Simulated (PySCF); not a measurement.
Löwdin shares of the frontier orbitals

Compound: C4H6N2Si.
Z-matrix (Å and degrees, GFN2-xTB geometry), rows numbered from 1:
```
Si
C   1  1.8949
C   2  1.3995  1  124.80
C   3  1.3790  2  117.95  1   179.99
C   4  1.3940  3  116.64  2    -0.05
N   5  1.3187  4  122.61  3     0.10
N   6  1.2988  5  120.40  4    -0.05
H   1  1.4603  2  108.55  3  -116.61
H   1  1.4595  2  108.47  3   121.62
H   1  1.4675  2  107.00  3     2.43
H   3  1.0807  2  120.29  1    -0.08
H   4  1.0804  3  122.16  2   179.91
H   5  1.0812  4  121.90  3  -179.94
```

Level of theory: TDDFT CAM-B3LYP/def2-SVPD, vertical, gas phase, core orbitals frozen in the response in PySCF 2.14.0, density-fitted response routines. GFN2-xTB frequencies show an imaginary mode (39i cm⁻¹), so this geometry is no minimum at that level.

Frontier orbitals with the atoms that hold most of them (Löwdin shares over 4%, at most four atoms; ? is withheld):

```json
{"orbital": "HOMO-3", "ε (eV)": "-10.32", "atoms": "C4 28%, C3 26%, N7 15%, N6 13%"}
{"orbital": "HOMO-2", "ε (eV)": "-10.02", "atoms": "N6 25%, N7 18%, C2 18%, Si1 14%"}
{"orbital": "HOMO-1", "ε (eV)": "-9.71", "atoms": "C2 21%, C5 20%, N7 14%, N6 13%"}
{"orbital": "HOMO", "ε (eV)": "-8.10", "atoms": "?"}
{"orbital": "LUMO", "ε (eV)": "-0.47", "atoms": "?"}
{"orbital": "LUMO+1", "ε (eV)": "-0.15", "atoms": "C5 21%, C2 19%, C3 17%, N6 13%"}
{"orbital": "LUMO+2", "ε (eV)": "1.08", "atoms": "Si1 33%, C3 14%, H11 10%, C4 10%"}
```

(1) Give the leading atoms of the LUMO.

(2) Give the leading atoms of the HOMO.

(3) How does S1 compare with the orbital gap of 7.63 eV?

(4) One configuration dominates each of S1, S2, S3 and S5. Which, and how do the shares of the two leading atoms of either orbital change from the occupied to the empty one?

Answers

(1) N7 (bonded to C and N) 23%; C4 (bonded to 2 C and H) 21%; N6 (bonded to C and N) 16%; C3 (bonded to 2 C and H) 15%. By element: nitrogen 38%, carbon 36% or more.

(2) N7 (bonded to C and N) 40%; N6 (bonded to C and N) 37%; C2 (bonded to C, N and Si) 8%; C5 (bonded to C, N and H) 7%. By element: nitrogen 77%, carbon 15% or more.

(3) S1 is at 3.54 eV (f = 0.0040), 4.09 eV below the gap, made of HOMO→LUMO (97%). Without the coupling terms of the response equations the lowest excitation would equal the gap.

(4) 
- S1 (3.54 eV, f 0.0040), HOMO→LUMO (97%): N7 40% → 23%, N6 37% → 16%, C4 at most 8% → 21%
- S2 (3.98 eV, f 0.0001), HOMO→LUMO+1 (98%): N7 40% → at most 14%, N6 37% → 13%, C5 7% → 21%, C2 8% → 19%
- S3 (5.56 eV, f 0.0001), HOMO-2→LUMO (97%): N6 25% → 16%, N7 18% → 23%, C4 at most 14% → 21%
- S5 (5.96 eV, f 0.0065), HOMO-2→LUMO+1 (96%): N6 25% → 13%, N7 18% → at most 14%, C5 at most 14% → 21%, C2 18% → 19%
